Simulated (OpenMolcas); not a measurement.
**As: thermal populations, worked from levels**

* Program: OpenMolcas 26.06
* Basis: ANO-RCC-VQZP [7s6p4d2f1g]
* Scalar Hamiltonian: DKH2, point nucleus
* Active space: 5 electrons in 9 orbitals (RAS2 4s 4p; RAS3 4d, at most 2 electrons)
* State averaging: 2S+1 = 4 odd, 1 root; 2S+1 = 2 odd, 8 roots; 2S+1 = 4 even, 3 roots; 2S+1 = 2 even, 5 roots (0 in the spin-orbit step)
* Spin-orbit coupling: state interaction with AMFI integrals over the reference wave functions, term energies averaged over their components

Methods: RASSCF; SS-RASPT2, IPEA 0.25 Eh, imaginary shift 0.1 Eh (closed shells correlated: 3d). Measured levels: NIST Handbook of Basic Atomic Spectroscopic Data.

**Thermal populations.** Z = Σ (2J + 1) exp(-E/kT) with k = 0.695035 cm-1/K, over the levels below. No other level of either list lies under 50600 cm-1, which is above 7 kT at each temperature.

```json
{"Level": "4s2 4p3 4S* 3/2", "2J + 1": "4", "SS-RASPT2": "0.0", "measured": "0.0"}
{"Level": "4s2 4p3 2D* 3/2", "2J + 1": "4", "SS-RASPT2": "10924", "measured": "10593"}
{"Level": "4s2 4p3 2D* 5/2", "2J + 1": "6", "SS-RASPT2": "11148", "measured": "10915"}
{"Level": "4s2 4p3 2P* 1/2", "2J + 1": "2", "SS-RASPT2": "18797", "measured": "18186"}
{"Level": "4s2 4p3 2P* 3/2", "2J + 1": "4", "SS-RASPT2": "19074", "measured": "18648"}
```

```tsv
T (K)	Z, SS-RASPT2	Z, measured levels	Ground level (%), SS-RASPT2	Ground level (%), measured levels
5000	4.441	4.479	90.1	89.3
8000	5.566	5.654	71.9	70.8
```

At 8000 K, kT = 5560 cm-1, and the computed levels give Z = 4.000 + 0.561 + 0.808 + 0.068 + 0.129 = 5.566.

Some high roots are left out of the spin-orbit mixing, which shifts the levels that they would mix with. Active for correlation alone: 4d; no level in the range computed is led by a configuration that fills it, so any true level of that kind is missing. Without dynamic correlation excited terms often stand tens of per cent too high (terms of higher spin than the ground term too low), and those without a measured partner can miss by more than the paired ones (holds for RASSCF). Computed and measured levels are paired by configuration, term and J; levels that our copy of the source lacks, or whose pairing is in doubt (as where it misses far off the trend of its configuration), stay unpaired and out of the deviations. Only configurations of the active space appear.

* marks odd parity.
